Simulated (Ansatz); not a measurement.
Input file for Ansatz (a quantum-chemistry and plane-wave program): R-PBE/def2-TZVPP on ClHSSi (SMILES S[Si]Cl), a point of a torsion scan.

Ansatz 0.2 input:
```yaml
crystal:
  periodic: [false, false, false]
  atoms:
    - {symbol: S, position_ang: [-1.21931734, 0.41210629, 0.43310928]}
    - {symbol: Si, position_ang: [0.76163771, 0.96845021, -0.30245882]}
    - {symbol: Cl, position_ang: [1.55142750, -0.87110230, -0.79870704]}
    - {symbol: H, position_ang: [-1.38987033, -0.67331112, -0.31003175]}
basis:
  gaussian:
    orbitals: def2-TZVPP
hamiltonian:
  xc: {name: PBE}
scf: {lower_state_search: off}
```

### Question
Predict the final total energy.

### Answer
-1148.0626 hartree.
